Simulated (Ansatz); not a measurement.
Cartesian coordinates in Å:
```
N -1.004 -2.112 0.157
Si -1.131 -0.405 0.293
Si 1.030 0.462 0.107
N 1.025 2.070 -0.413
F 1.870 0.440 1.461
F 1.838 -0.532 -0.857
H -0.343 -2.513 -0.488
H -1.801 -2.712 0.293
H -1.965 0.281 -0.747
H -1.740 -0.058 1.604
H 0.414 2.389 -1.145
H 1.806 2.689 -0.266
```

The species carries charge 0 and has multiplicity 1.

Problem. List the r2SCAN/def2-TZVPP orbital energies in eV (Ansatz 0.2.0). (Best estimate.)

Solution. Ansatz gave: Occupied: -1792.47, -1791.06, -665.95, -665.92, -385.15, -384.93, -142.69, -141.49, -97.61, -97.56, -97.51, -96.36, -96.35, -96.34, -31.33, -30.82, -22.61, -22.30, -14.52, -13.51, -13.00, -12.70, -12.09, -11.95, -11.14, -10.51, -10.38, -10.18, -10.02, -8.86, -7.58, -6.97, -6.36. Lowest empty: -0.58, -0.30, 0.82, 1.16, 1.89, 2.22, 2.38, 2.75.
